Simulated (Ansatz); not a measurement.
One change: `[OH][Hf]([F])([F])[Br]` becomes `[F][Hf]([F])([Br])[Br]`.

Ansatz, PBE0-D4/def2-TZVP geometries, multiplicity 1. Each molecule was computed in one conformer, which needn't be the lowest.

Elements past krypton have def2 core potentials. Scalar relativity is left out up to krypton.

```
                                                                                  property  `[OH][Hf]([F])([F])[Br]`
                                        size of the dipole moment (ωB97M-V/def2-TZVPP) / D                      2.83
ideal-gas entropy at 298 K and 1 bar (rigid rotor, harmonic PBE0-D4/def2-TZVP) / J/(mol·K)                       388
                                                         HOMO energy (PBE/def2-TZVPP) / eV                     -7.50
                                                     HOMO energy (ωB97M-V/def2-TZVPP) / eV                    -11.03
                                                     HOMO–LUMO gap (B3LYP/def2-TZVPP) / eV                      7.57
                                                        HOMO energy (PBE0/def2-TZVPP) / eV                     -8.82
```

Question: Give the same properties after the change, and the shifts. (An estimate is asked.)

Answer: The calculation gave: 
```json
{"property": "size of the dipole moment (ωB97M-V/def2-TZVPP) / D", "`[F][Hf]([F])([Br])[Br]`": "0.03", "shift": "-2.80"}
{"property": "ideal-gas entropy at 298 K and 1 bar (rigid rotor, harmonic PBE0-D4/def2-TZVP) / J/(mol·K)", "`[F][Hf]([F])([Br])[Br]`": "390", "shift": "2"}
{"property": "HOMO energy (PBE/def2-TZVPP) / eV", "`[F][Hf]([F])([Br])[Br]`": "-7.78", "shift": "-0.28"}
{"property": "HOMO energy (ωB97M-V/def2-TZVPP) / eV", "`[F][Hf]([F])([Br])[Br]`": "-11.22", "shift": "-0.19"}
{"property": "HOMO–LUMO gap (B3LYP/def2-TZVPP) / eV", "`[F][Hf]([F])([Br])[Br]`": "6.72", "shift": "-0.85"}
{"property": "HOMO energy (PBE0/def2-TZVPP) / eV", "`[F][Hf]([F])([Br])[Br]`": "-9.06", "shift": "-0.24"}
```

With PBE0 the HOMO falls by 0.24 eV and the LUMO falls by 1.14 eV, so the gap narrows by about 0.90 eV. PBE moves the HOMO by -0.28 eV and ωB97M-V by -0.19 eV. The zero-point energy changes by -30.2 kJ/mol with -3 modes.

B3LYP here is the variant with VWN-RPA as its local correlation; programs differ in this.

Spin–orbit coupling is left out; it splits and shifts lone-pair levels of the heavy atoms by tenths of an eV.
